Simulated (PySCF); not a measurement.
Work out the structure from these simulated measurements.

Elements present: C, F, H and O. Monoisotopic mass: 120.0023 u.

| Property | Result |
| --- | --- |
| Rotational structure | rotational constants A, B, C: 3.531, 1.941, 1.252 GHz [GFN2-xTB] |
| Triplet | lowest triplet excitation (Tamm–Dancoff): 3.28 eV [TDA PBE0/def2-SVPD] |
| Couplings | largest of the computed one-bond spin–spin couplings (means over like bonds): 19F–13C -338.3 (×2), 13C–1H +210.3 (×2), 13C–13C +131.7 (×2), 17O–13C +26.9 (×2), 17O–13C +18.5 (×2) Hz [B3LYP/pcJ-1, spin–dipole term left out for some pairs] |
| 13C NMR | chemical shifts (computed TMS as zero) by class: 165.1 (2 C), 114.8 (2 C) ppm [GIAO PBE0/pcSseg-1] |
| UV, strongest line | among the 6 lowest singlet transitions: S2 at 5.35 eV (232 nm, f = 0.012) [TDDFT PBE0/def2-SVPD] |
| UV, first state | lowest singlet excitation: 4.43 eV (280 nm, f = 0.000) [TDDFT PBE0/def2-SVPD] |
| Dipole | 1.51 D [PBE0/def2-SVPD] |
| Polarisability | 51.3 au [PBE0/def2-SVPD] |
| 1H NMR | chemical shifts (computed TMS as zero) by class: 5.89 (2 H) ppm [GIAO PBE0/pcSseg-1] |

Electronic properties: PySCF, gas phase, density fitting. Levels stand in brackets. NMR shifts are as computed; neighbouring signals can stand in another order in a measured spectrum. Isolated species at its GFN2-xTB geometry, gas phase. NMR values are class means; diastereotopic atoms form classes of their own.

Question: Which formula fits the mass and the elements?

Answer: C4H2F2O2 (calculated 120.0023). No other formula that holds each of these elements comes within 0.0003 u with a fitting electron parity and a possible valence count.

Question: Give a SMILES that accounts for the data.

Answer: Numbering: `[F:1][C:2]1=[CH:3][O:4][CH:5]=[C:6]([F:7])[O:8]1`. Its formula, C4H2F2O2, gives 3 degrees of unsaturation: 1 ring and 2 π bonds in the structure found. 4 carbons fall into 2 classes; from least to most shielded: vinylic C–F carbon [C2/C6] (165.1 ppm, 2 C), vinylic carbon bearing oxygen [C3/C5] (114.8 ppm, 2 C). All hydrogens form one class (5.89 ppm): vinylic hydrogen. The couplings run between: -338.3 Hz, vinyl fluorine [F1] and vinylic C–F carbon [C2] (with 1 like pair); +210.3 Hz, vinylic carbon bearing oxygen [C3] and its hydrogen (with 1 like pair); +131.7 Hz, vinylic C–F carbon [C2] and vinylic carbon bearing oxygen [C3] (with 1 like pair); +26.9 Hz, cyclic ether oxygen [O4] and vinylic carbon bearing oxygen [C3] (with 1 like pair); +18.5 Hz, cyclic ether oxygen [O8] and vinylic C–F carbon [C2] (with 1 like pair). S1 is mainly HOMO→LUMO (weight 0.99); the largest Löwdin shares of the orbital it empties are 0.25 on a cyclic ether oxygen, 0.18 on a cyclic ether oxygen and 0.12 on each of 2 atoms of one kind (vinylic carbon bearing oxygen), of the orbital it fills 0.19 on each of 2 atoms of one kind (vinylic C–F carbon) and 0.17 on each of 2 atoms of one kind (vinylic carbon bearing oxygen). The optimised geometry has point group C2v and is an asymmetric top. Structure: `FC1=COC=C(F)O1`. Computed isomers that give other values at the same levels: `FC1=COC(F)=CO1` (rotational constant A: 5.613 GHz; this holds for the one conformer computed); `O=c1cc1OC(F)F` (13C chemical shifts (computed TMS as zero) by class: 170.3 (1 C), 142.7 (1 C), 127.5 (1 C), 125.4 (1 C) ppm); `C#CC(=O)OC(F)F` (rotational constant A: 4.607 GHz; this holds for the one conformer computed). The assignments are read from this structure; whether some other isomer fits the data as well wasn't checked.

One-bond C–F couplings are unscaled; at this level they come out some 30 % too large in size.
